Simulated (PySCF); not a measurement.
**`N#C[Si@@H]([SiH3])[Si@H]([SiH3])P`, CH10NPSi4**

Molfile (atoms numbered from 1):
```
CH10NPSi4
     RDKit          3D

 17 16  0  0  0  0  0  0  0  0999 V2000
   -1.6855    2.8667    1.0628 N   0  0  0  0  0  0  0  0  0  0  0  0
   -1.4798    1.7385    1.0998 C   0  0  0  0  0  0  0  0  0  0  0  0
   -1.1393   -0.1000    1.1004 Si  0  0  1  0  0  4  0  0  0  0  0  0
   -2.6911   -1.1044   -0.3174 Si  0  0  0  0  0  4  0  0  0  0  0  0
    1.1473   -0.2163    0.5669 Si  0  0  2  0  0  4  0  0  0  0  0  0
    2.1956    1.5940   -0.4910 Si  0  0  0  0  0  4  0  0  0  0  0  0
    1.3240   -2.1556   -0.5696 P   0  0  0  0  0  0  0  0  0  0  0  0
   -1.3783   -0.3979    2.5262 H   0  0  0  0  0  0  0  0  0  0  0  0
   -2.0504   -2.2435   -0.9786 H   0  0  0  0  0  0  0  0  0  0  0  0
   -3.8789   -1.5935    0.3831 H   0  0  0  0  0  0  0  0  0  0  0  0
   -3.1342   -0.1693   -1.3523 H   0  0  0  0  0  0  0  0  0  0  0  0
    1.8694   -0.5712    1.8093 H   0  0  0  0  0  0  0  0  0  0  0  0
    3.5948    1.7496   -0.0830 H   0  0  0  0  0  0  0  0  0  0  0  0
    1.4818    2.8283   -0.1778 H   0  0  0  0  0  0  0  0  0  0  0  0
    2.1978    1.4168   -1.9476 H   0  0  0  0  0  0  0  0  0  0  0  0
    2.6637   -2.0054   -0.8513 H   0  0  0  0  0  0  0  0  0  0  0  0
    0.9560   -1.6248   -1.7899 H   0  0  0  0  0  0  0  0  0  0  0  0
  1  2  3  0
  2  3  1  0
  3  4  1  0
  3  5  1  0
  5  6  1  0
  5  7  1  0
  3  8  1  1
  4  9  1  0
  4 10  1  0
  4 11  1  0
  5 12  1  1
  6 13  1  0
  6 14  1  0
  6 15  1  0
  7 16  1  0
  7 17  1  0
M  END
```

The calculation used TDDFT PBE0/def2-SVPD circular dichroism and optical rotation, one conformer, gas phase (PySCF). Geometry: GFN2-xTB.

The molecule is flexible and this is one conformer; a measurement averages over conformers.

Stereocentres: Si3 S, Si5 S.

Q: What is the specific rotation at 633, 589.3, 546, 436, 405, 365, 355 nm?

A: [α] in deg dm⁻¹ (g/mL)⁻¹:
| λ (nm) | origin-invariant length gauge | modified velocity gauge | length gauge (centre of mass) | isotropic polarisability (au) |
| --- | --- | --- | --- | --- |
| 633 | -139.7 | -146.7 | -140.2 | 167.4 |
| 589.3 | -166.6 | -174.8 | -167.2 | 168.4 |
| 546 | -202.5 | -212.2 | -203.2 | 169.8 |
| 436 | -381.1 | -397.0 | -382.2 | 175.5 |
| 405 | -482.0 | -500.7 | -483.4 | 178.2 |
| 365 | -696.4 | -719.7 | -698.0 | 183.1 |
| 355 | -775.6 | -800.3 | -777.3 | 184.7 |

Q: And for the mirror image at 589.3 nm?

A: +166.6 deg dm⁻¹ (g/mL)⁻¹ (origin-invariant length gauge): the same size and the opposite sign.

Q: What is the molar rotation [Φ] = [α]·M/100 of the geometry above at 589.3 nm?

A: With M = 179.41 g/mol, -299.0 deg cm² dmol⁻¹ (origin-invariant length gauge).

The first excitation lies at 5.12 eV (242 nm) with R = +10.8 × 10⁻⁴⁰ esu² cm² (velocity form).
